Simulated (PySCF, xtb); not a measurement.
Ga(F)2(NCO) (CF₂GaNO), SMILES O=C=[N][Ga]([F])[F]. The values are those of a single conformer.

Harmonic wavenumbers (cm⁻¹) from GFN2-xTB in xtb at its own minimum, in rising order: 51, 54, 125, 137, 156, 394, 483, 510, 513, 543, 1445, 2462.

Q: What does PBE-D3(BJ)/def2-SVP (PySCF 2.14.0) give at its own minimum? (The exact figures need the calculation; the answer reports its results.)

A: 46, 54, 180, 184, 185, 486, 586, 597, 690, 736, 1426, 2359. Paired by order, the mean absolute difference is 76 cm⁻¹ and the zero-point energies are 9.8 and 10.8 kcal/mol.
